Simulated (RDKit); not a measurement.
RDKit input (UFF):

```python
from rdkit import Chem
from rdkit.Chem import AllChem, rdDetermineBonds

mol = Chem.MolFromXYZFile('mol.xyz')
rdDetermineBonds.DetermineBonds(mol, charge=0)
print('SMILES', Chem.MolToSmiles(Chem.RemoveHs(mol)))
ff = AllChem.UFFGetMoleculeForceField(mol)
e0 = ff.CalcEnergy()
flag = ff.Minimize(maxIts=5000, forceTol=1e-5)
print(f'energy {e0:.4f} -> {ff.CalcEnergy():.4f} kcal/mol, converged: {flag == 0}')
print(Chem.MolToXYZBlock(mol))
```
mol.xyz:
```
14

C      1.60291000    -0.92331100    -0.64587100
Ge    -0.00310100    -0.00348300    -0.01784400
C     -1.60305600    -1.12550600    -0.04920300
C     -0.26707500     1.74869700    -0.84243900
F      0.29470400     0.33098700     1.69564200
H      1.50914300    -1.17178500    -1.70411400
H      1.75135300    -1.84393700    -0.08217400
H      2.47594000    -0.28507500    -0.51239600
H     -2.44084500    -0.59516900     0.40267600
H     -1.42663300    -2.04436800     0.50928700
H     -1.86534200    -1.38460800    -1.07608200
H     -1.11652300     2.25395100    -0.38363700
H     -0.45913700     1.64067500    -1.91101300
H      0.62227400     2.36361400    -0.70724800
```

Output:

```
SMILES [CH3][Ge]([CH3])([CH3])[F]
energy 1.3872 -> -1.7561 kcal/mol, converged: True
14

C      1.553522   -0.899879   -0.644049
Ge     0.019942    0.022423    0.114786
C     -1.559560   -1.096188   -0.064715
C     -0.262270    1.694705   -0.835038
F      0.315144    0.354057    1.813443
H      1.364411   -1.108152   -1.717100
H      1.713950   -1.855402   -0.103931
H      2.454966   -0.261234   -0.543944
H     -2.435662   -0.569635    0.366187
H     -1.398475   -2.051670    0.475281
H     -1.743755   -1.304151   -1.138681
H     -1.138645    2.220670   -0.403974
H     -0.448514    1.482336   -1.907788
H      0.639557    2.332802   -0.734893
```

The geometry given is a B3LYP-D3(BJ)/def2-TZVP minimum.
